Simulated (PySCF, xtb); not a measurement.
C3H2O, SMILES O=c1cc1.

xtb with GFN2-xTB at its own geometry gives an orbital gap of 3.22 eV and a dipole moment of 3.97 D.

Coordinates come from a B3LYP-D3(BJ)/def2-SVP optimisation.

Problem. What does M06-2X/def2-TZVPD in PySCF give? (An estimate is asked for; the answer gives what the named calculation found.)

Solution. gap 8.16 eV (levels -8.51 and -0.35 eV), dipole 4.38 D.
